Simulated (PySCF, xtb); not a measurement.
Si(H)(NHSiH3)(Cl)2 (Cl2H5NSi2), SMILES [SiH3]N[SiH](Cl)Cl. The values are those of a single conformer.

Harmonic wavenumbers (cm⁻¹) from GFN2-xTB (xtb) at its own minimum, in rising order: 32, 63, 95, 135, 202, 251, 310, 462, 533, 573, 582, 645, 663, 729, 752, 786, 807, 989, 1202, 2254, 2272, 2278, 2296, 3479.

Problem. What does PBE0-D3(BJ)/def2-SVP (PySCF) give at its own minimum? (The exact figures need the calculation; the answer reports its results.)

Solution. 28, 112, 115, 157, 226, 319, 364, 511, 591, 635, 708, 722, 829, 860, 937, 939, 957, 998, 1191, 2244, 2245, 2249, 2301, 3622. Paired by order, the mean absolute difference is 68 cm⁻¹ and the zero-point energies are 32.0 and 34.1 kcal/mol.
